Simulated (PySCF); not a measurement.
Species: C2H9Ge2N.
SMILES with atom numbers: `[CH2:1]=[CH:2][N:3]([GeH3:4])[GeH3:5]` (hydrogens: H6, H7 on C1; H8 on C2; H9, H10, H11 on Ge4; H12, H13, H14 on Ge5)

Level of theory: PySCF, PBE0-D3(BJ)/def2-SVP geometry optimisation, gas phase.

Task: Give the optimised bond lengths and angles.

Result: 
| bond | length (Å) | order |
| --- | --- | --- |
| C1=C2 | 1.343 | double |
| C2–N3 | 1.389 | single |
| N3–Ge4, N3–Ge5 | 1.856 | single |
| C1–H6 | 1.090 | single |
| C1–H7 | 1.094 | single |
| C2–H8 | 1.099 | single |
| Ge4–H9 and 5 like bonds | 1.539 | single |

Bonds in one row agree within 0.01 Å and their mean is given. Orders are formal, as drawn. A selection of angles:
| angle | degrees |
| --- | --- |
| C2–C1–H6 | 119.7 |
| C2–C1–H7 | 123.1 |
| H6–C1–H7 | 117.2 |
| C1–C2–N3 | 127.7 |
| C1–C2–H8 | 118.0 |
| N3–C2–H8 | 114.3 |
| C2–N3–Ge4 | 119.2 |
| C2–N3–Ge5 | 118.4 |
| Ge4–N3–Ge5 | 121.9 |
| N3–Ge4–H9 | 108.8 |
| N3–Ge4–H10 | 105.5 |
| N3–Ge4–H11 | 110.6 |
| H9–Ge4–H10 | 111.6 |
| H9–Ge4–H11 | 109.8 |
| N3–Ge5–H13 | 106.7 |

Dihedral angles: C1–C2–N3–Ge4 4° (synperiplanar). The mirror-image conformer, all signs reversed, is as good.

N3 (nitrogen bonded to C and 2 Ge) is planar (angles 121.9°, 119.2° and 118.4°, sum 359.5°, 0.07 Å off the plane of its three neighbours). Ge4 (germanium bonded to N and 3 H) is distorted tetrahedral (angles from 105.5° to 111.6°).

PBE0-D3(BJ)/def2-SVP frequencies: not computed here.
